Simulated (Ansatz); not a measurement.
Cu₂F₂⁺. Charge 1, multiplicity 2. Geometry B3LYP-D4/def2-SVP; atoms count from 1.

Cartesian coordinates in Å:
```
Cu -0.1692 -0.1928 -0.9200
Cu 0.4903 0.5520 2.6477
F -0.4745 -0.5314 -2.5659
F 0.1533 0.1722 0.8383
```

The structure comes from a short search, and lower isomers may exist.

(1) Estimate the Mulliken populations from the PBE0/def2-TZVP orbitals of Ansatz.

(2) Where does the spin sit?

(3) And the Mayer bond orders between heavy atoms (over 0.3)?

Results:

(1) 
| atom | charge (e) | spin (α − β) | d electrons |
| --- | --- | --- | --- |
| Cu1 | 1.13 | 0.83 | 9.36 |
| Cu2 | 0.85 | 0.00 | 9.96 |
| F3 | -0.40 | 0.15 | – |
| F4 | -0.58 | 0.02 | – |
Mulliken values depend strongly on the basis.

(2) Summed by element: Cu 0.83, F 0.17, of 1 unpaired in all. Largest on single atoms: Cu1 0.83, F3 0.15, F4 0.02.

(3) Cu1–F3 0.93 (1.71 Å); Cu1–F4 0.44 (1.82 Å).
